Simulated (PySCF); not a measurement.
# Kr: ionisation energy

Kr [Kr] (1S) → Kr+ [Ar] 3d10 4s2 4p5 (2P), as a difference of total energies. Computed with PySCF 2.14 in pcseg-2 (6s5p3d1f, 43 functions), with no relativity, point nucleus. Correlated levels: valence: [Ar] 3d10 frozen. The calculations carry no spin-orbit coupling.

```tsv
method	ionisation energy (eV)	difference from reference (eV)
UHF	13.092	-1.130
M06-L	13.785	-0.437
r2SCAN	14.190	-0.032
MP2 (valence)	14.020	-0.202
SCS-MP2 (valence)	13.934	-0.288
CCSD (valence)	13.896	-0.326
CCSD(T) (valence)	13.932	-0.290
```

Reference: 14.222 eV (measured; NIST levels, between the centres of gravity of the two terms).

These non-relativistic numbers lack the scalar-relativistic shift.

Errors of the correlated levels include the incompleteness of this basis and the frozen core.
